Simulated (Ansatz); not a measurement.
Cost and result for the atomization energy of C2H6AlClO (11 atoms, 10 bonds).

```xyz
11

C    -0.211    1.357   -0.159
C     0.491    0.069   -0.045
O     1.723    0.107    0.317
Al   -0.503   -1.748   -0.200
Cl   -1.167   -1.350    1.846
H     0.333    2.210    0.264
H    -1.201    1.269    0.295
H    -0.385    1.525   -1.229
H     2.029    1.008    0.536
H     0.539   -2.939   -0.341
H    -1.647   -1.507   -1.285
```

Charge 0, multiplicity 1. The bonds changed during the relaxation, so this is another structure than the one it started from. Geometry: relaxed with PBE0-D4/def2-TZVP. It is one conformer, not always the lowest. Program: Ansatz. All runs use 4 threads of an Arm Neoverse V1 on a shared host. Times are those of one run each, without the atoms' runs, and a repeat can differ threefold. Electronic energies, without spin–orbit coupling; frozen cores. CCSD(T)/CBS adds CCSD(T) − MP2 in def2-TZVPP to the MP2 limit, and its time is that of the two runs behind it. T1 = 0.014. HSE06 is the plane-wave form, built on full-range PBE exchange.

CCSD(T)/CBS is a level of theory with its own doubt, some kJ/mol a heavy atom from the limit and from the frozen cores, so smaller differences don't rank the functionals.

```csv
level,functions,wall time
LDA (SPW92)/def2-TZVPP,261,1.4 s
revPBE-D4/def2-TZVPP,261,2.2 s
BLYP-D4/def2-TZVPP,261,2.4 s
PBE-D4/def2-TZVPP (with forces),261,2.7 s
BHLYP-D4/def2-TZVPP,261,3.5 s
HSE06-D4/def2-TZVPP,261,3.6 s
CAM-B3LYP-D4/def2-TZVPP,261,3.8 s
CCSD(T)/def2-SVP,108,4.8 s
B2PLYP/def2-TZVPP,261,6 s
PBE-QIDH/def2-TZVPP,261,6 s
MP2/def2-QZVPP,491,22 s
CCSD(T)/def2-TZVPP,261,2.5 min
CCSD(T)/CBS(def2),–,2.9 min
```

(1) What atomization energy does each give, and how far from CCSD(T)/CBS? (Estimate.)

## Answers

(1) The calculation gave: 
| level | atomization (kcal/mol) | difference from CCSD(T)/CBS | per bond |
| --- | --- | --- | --- |
| LDA (SPW92)/def2-TZVPP | 1040.1 | 129.3 | 12.9 |
| revPBE-D4/def2-TZVPP | 903.7 | -7.1 | -0.7 |
| BLYP-D4/def2-TZVPP | 906.3 | -4.5 | -0.4 |
| PBE-D4/def2-TZVPP (with forces) | 925.3 | 14.5 | 1.5 |
| BHLYP-D4/def2-TZVPP | 882.8 | -28.0 | -2.8 |
| HSE06-D4/def2-TZVPP | 909.8 | -1.0 | -0.1 |
| CAM-B3LYP-D4/def2-TZVPP | 912.0 | 1.2 | 0.1 |
| CCSD(T)/def2-SVP | 863.1 | -47.7 | -4.8 |
| B2PLYP/def2-TZVPP | 897.5 | -13.3 | -1.3 |
| PBE-QIDH/def2-TZVPP | 902.0 | -8.8 | -0.9 |
| MP2/def2-QZVPP | 913.0 | 2.2 | 0.2 |
| CCSD(T)/def2-TZVPP | 886.2 | -24.6 | -2.5 |
| CCSD(T)/CBS(def2) | 910.8 | 0.0 | 0.0 |

Leaving LDA and LC-ωPBE aside and taking each functional with its dispersion term where it has one, the values spread over 42.6 kcal/mol, from BHLYP-D4 to PBE-D4. LDA lies +120.4 kcal/mol from PBE without D4, its usual overbinding. In def2-TZVPP, CCSD(T) changes the Hartree–Fock value by +219.2 kcal/mol (the triples alone add +13.4 kcal/mol) and MP2 by +231.5 kcal/mol; breaking electron pairs costs correlation energy, which Hartree–Fock lacks. From PBE to PBE0 (25 % exact exchange), in def2-TZVPP and without D4, the atomization energy moves by −15.4 kcal/mol: exact exchange takes away binding that semilocal exchange gives to molecules.
